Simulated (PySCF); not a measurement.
## Dipole moment and polarisability of GaH3

Species: GaH3.
Geometry (PBE0-D3(BJ)/def2-SVP, Å), atoms numbered from 1 in this order:
```xyz
4
GaH3 angstrom
Ga     0.000    0.000    0.003
H      1.571   -0.030    0.013
H     -0.760    1.376   -0.020
H     -0.811   -1.346    0.004
```

Level: PBE0/def2-SVPD (PySCF), static field, nuclei fixed, core orbitals frozen in the response. The polarisability tensor in these axes (au):

```
x   36.64  0.00  0.09
y    0.00 36.65 -0.09
z    0.09 -0.09 26.04
```

Question: Give the principal values, the mean and the anisotropy Δα = √{½[(α1 − α2)² + (α2 − α3)² + (α1 − α3)²]}.

Answer: Principal values 26.04, 36.65 and 36.65 au; mean 33.11 au = 4.91 Å³ = 5.46 × 10⁻⁴⁰ C²·m²/J; Δα = 10.61 au (32 % of the mean).

Question: What is the dipole moment?

Answer: 0.01 D; point group D3h allows none, and the residue is numerical.

Question: What depolarisation ratio follows for Rayleigh scattering of linearly polarised light, taking the static tensor?

Answer: ρ = 3Δα²/(45ᾱ² + 4Δα²) = 337.6/(49337 + 450.1) = 0.00678.

Question: Estimate the molar refractivity from the static electronic polarisability.

Answer: Lorentz–Lorenz: R = (4π/3)N_A α = 2.5225 cm³/(mol·Å³) × 4.91 Å³ = 12.4 cm³/mol, in the limit of long wavelengths.

Question: What would n − 1 = 2πNα be for an ideal gas of these molecules at 350 K and 1 atm, electronic part alone?

Answer: N = p/kT = 2.0968 × 10¹⁹ cm⁻³, so n − 1 = 2π × N × 4.91 × 10⁻²⁴ cm³ = 646 × 10⁻⁶ at long wavelengths.

Geometry: PBE0-D3(BJ)/def2-SVP; no solvent, vibrations or thermal averaging. The calculation is non-relativistic, for gallium too.
